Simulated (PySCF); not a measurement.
Species: C3H7NO2Si.
Atom-mapped SMILES: `[CH3:1][O:2][SiH2:3][O:4][CH2:5][C:6]#[N:7]` (hydrogens: H8, H9, H10 on C1; H11, H12 on Si3; H13, H14 on C5)

Method: core-valence-separated Tamm–Dancoff BHandHLYP/aug-pcX-1 (pcseg-1 on H, def2-SVPD on Si) in PySCF, non-relativistic, gas phase, PBE0-D3(BJ)/def2-SVP geometry. The energies are unshifted.

Problem. Give energies, oscillator strengths and core holes at the C K edge.

Solution. 
```
E (eV)       f  core hole on  main final orbital            polarisation
283.80  0.0584            C6              spread  across the triple bond
284.06  0.0652            C6       LUMO+9 (54 %)  across the triple bond
286.76  0.0281            C1       LUMO+2 (32 %)                       –
286.83  0.0018            C6         LUMO (48 %)   along the triple bond
287.22  0.0093            C1       LUMO+1 (51 %)                       –
287.35  0.0302            C5         LUMO (36 %)                       –
287.77  0.0384            C1       LUMO+6 (48 %)                       –
287.81  0.0338            C1              spread                       –
288.16  0.0023            C6       LUMO+2 (41 %)                   mixed
288.23  0.0083            C1         LUMO (34 %)                       –
288.24  0.0082            C6              spread  across the triple bond
288.34  0.0044            C5         LUMO (41 %)                       –
288.41  0.0002            C6       LUMO+4 (68 %)                       –
288.42  0.0279            C5       LUMO+4 (49 %)                       –
288.65  0.0022            C6              spread   along the triple bond
```

The first line with a tenth or more of the strongest one's intensity is at 283.80 eV (f = 0.058), with the hole on C6 (nitrile carbon), polarised across the triple bond: a 1s→π* resonance. The strongest listed is at 284.06 eV (f = 0.065; C6).

Problem. What does the O 1s absorption edge look like?

Solution. 
```csv
E (eV),f,core hole on,main final orbital
532.71,0.0140,O4,spread
532.75,0.0126,O2,LUMO (41 %)
533.54,0.0018,O2,LUMO+1 (34 %)
533.70,0.0171,O4,LUMO (42 %)
534.02,0.0143,O2,LUMO+2 (54 %)
534.23,0.0116,O4,LUMO+3 (38 %)
534.48,0.0127,O4,LUMO+1 (35 %)
534.52,0.0173,O2,spread
534.93,0.0081,O2,LUMO+6 (49 %)
535.00,0.0001,O4,LUMO+4 (63 %)
535.06,0.0004,O2,LUMO+5 (47 %)
```

The first line with a tenth or more of the strongest one's intensity is at 532.71 eV (f = 0.014), with the hole on O4 (silyl ether oxygen). The strongest listed is at 534.52 eV (f = 0.017; O2).

Problem. List the nitrogen K-edge absorption lines.

Solution. 
| E (eV) | f | core hole on | main final orbital | polarisation |
| --- | --- | --- | --- | --- |
| 397.03 | 0.0637 | N7 | spread | across the triple bond |
| 397.54 | 0.0630 | N7 | LUMO+9 (65 %) | across the triple bond |
| 401.01 | 0.0009 | N7 | LUMO (42 %) | – |
| 402.03 | 0.0014 | N7 | LUMO (34 %) | along the triple bond |
| 402.37 | 0.0007 | N7 | LUMO+4 (68 %) | – |
| 402.47 | 0.0002 | N7 | spread | – |
| 402.63 | 0.0004 | N7 | LUMO+2 (44 %) | – |

The first line with a tenth or more of the strongest one's intensity is at 397.03 eV (f = 0.064), with the hole on N7 (nitrile nitrogen), polarised across the triple bond: a 1s→π* resonance. It is also the strongest listed.

Roots within 0.03 eV whose holes lie on the same, on equivalent or on shared atoms are summed into one line, and the highest roots are left out, as the search may have cut off their partners. Final orbitals are the ground state's empty Kohn–Sham orbitals. A dash: too weak, shared between unlike atoms, or no plane or axis to refer to.

Problem. What are the wavelength and the wavenumber of the 287.81 eV line?

Solution. λ = 12398.42 eV Å/287.81 eV = 43.078 Å; 2.3213 × 10⁶ cm⁻¹.

The list ends where the root search ended, not at a threshold.

The values belong to the conformer `[CH3:1][O:2][SiH2:3][O:4][CH2:5][C:6]#[N:7]`: C1–O2–Si3–O4 177°, O2–Si3–O4–C5 176°, Si3–O4–C5–C6 -178°.
